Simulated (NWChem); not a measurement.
Ionisation of methylammonium (CH6N (+1))

```
N
H 1 1.0292
H 1 1.0292 2 106.84
H 1 1.0292 2 106.84 3 114.07
C 1 1.4918 2 111.99 3 -122.96
H 5 1.0964 1 108.79 2 -60.00
H 5 1.0964 6 110.14 1 119.16
H 5 1.0964 6 110.14 7 121.69
```
Charge +1, spin multiplicity 1.

Everything below was run with NWChem. The geometry was optimised at PBE0/def2-SVP, a minimum by its harmonic frequencies.

Basis set: def2-TZVPD. −ε marks an orbital energy of the parent.

B3LYP has NWChem's definition, with VWN1-RPA local correlation.

Q: Order these methods by the first vertical ionisation energy they give, lowest first: G0W0@BHandHLYP, G0W0@PBE, −ε(HOMO) of PBE, evGW@PBE0, −ε(HOMO) of B3LYP, −ε(HOMO) of HF.

A: −ε(HOMO) of PBE (15.71 eV), −ε(HOMO) of B3LYP (17.05 eV), G0W0@PBE (20.06 eV), G0W0@BHandHLYP (20.60 eV), evGW@PBE0 (20.69 eV), −ε(HOMO) of HF (21.15 eV)
